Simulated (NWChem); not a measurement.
System meant: SnS, singlet; SMILES [S]=[Sn]

Here is an NWChem input.

```
start job
memory heap 200 mb stack 900 mb global 1100 mb
geometry units angstroms noautoz
  Sn     0.000000     0.000000    -0.536461
  S      0.000000     0.000000     1.686087
end
basis spherical
  * library def2-svp
end
ecp
  Sn library def2-ecp
end
dft
  odft
  mult 2
  xc pbe0
  iterations 150
  mulliken
end
task dft energy
```

End of the output:

```
 Summary of "ao basis" -> "" (spherical)
 ------------------------------------------------------------------------------
       Tag                 Description            Shells   Functions and Types
 ---------------- ------------------------------  ------  ---------------------
 *                          def2-svp                  on all atoms

                                 NWChem DFT Module
                                 -----------------

 Summary of "ao basis" -> "ao basis" (spherical)
 ------------------------------------------------------------------------------
       Tag                 Description            Shells   Functions and Types
 ---------------- ------------------------------  ------  ---------------------
 Sn                         def2-svp                10       26   4s4p2d
 S                          def2-svp                 8       18   4s3p1d

 Summary of "ao basis" -> "ao basis" (spherical)
 ------------------------------------------------------------------------------
       Tag                 Description            Shells   Functions and Types
 ---------------- ------------------------------  ------  ---------------------
 Sn                         def2-svp                10       26   4s4p2d
 S                          def2-svp                 8       18   4s3p1d

      Symmetry analysis of basis
      --------------------------

        a1         18
        a2          0
        b1          3
        b2          3
        e          20

  number of electrons :                   38
  multiplicity        :                    2
 ------------------------------------------------------------------------
  no. of electrons and multiplicity not compatible                  38
 ------------------------------------------------------------------------
 ------------------------------------------------------------------------
  current input line :
    20: task dft energy
 ------------------------------------------------------------------------
 ------------------------------------------------------------------------
 There is an error in the input file
 ------------------------------------------------------------------------
 For more information see the NWChem manual at https://nwchemgit.github.io

0: no. of electrons and multiplicity not compatible:Received an Error in Communication
```

Question: What is wrong, and how is it mended?

Answer: The program refused the input. Cause: the multiplicity doesn't fit the number of electrons (an even count wants an odd multiplicity, and the reverse). This input runs:
```
start job
memory heap 200 mb stack 900 mb global 1100 mb
geometry units angstroms noautoz
  Sn     0.000000     0.000000    -0.536461
  S      0.000000     0.000000     1.686087
end
basis spherical
  Sn library def2-svp
  S library def2-svp
end
ecp
  Sn library def2-ecp
end
dft
  xc pbe0
  iterations 150
  mulliken
end
task dft energy
```
It converges to -612.27053 Ha (PBE0/def2-SVP with def2 effective core potentials on Sn).
